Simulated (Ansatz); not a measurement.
This singlet lies 0.68 eV below the relaxed triplet at the level B3LYP/cc-pVTZ // PBE0-D3(BJ)/def2-TZVP (Ansatz, a first-principles code).

Species: C$_{2}$H$_{6}$Si$_{2}$, SMILES `C=C[Si][SiH3]` (lower singlet; C–C–Si–Si torsion 151°) (charge 0, multiplicity 1).

Problem. Give a relaxed geometry from Ansatz with PBE0-D3(BJ)/def2-TZVP.

Solution. Several could match; the one computed here: the end point of this relaxation, one of several conformers (outside a Z-matrix the atoms follow the SMILES, hydrogens last).
Cartesian coordinates (Å) in one orientation:
```xyz
10

C     -2.297     0.084    -0.096
C     -1.035     0.166     0.349
Si    -0.012    -1.388     0.152
Si     2.075    -0.229    -0.043
H     -2.946     0.952    -0.192
H     -2.724    -0.870    -0.401
H     -0.663     1.142     0.657
H      2.199     0.947     0.869
H      2.129     0.289    -1.446
H      3.274    -1.093     0.151
```
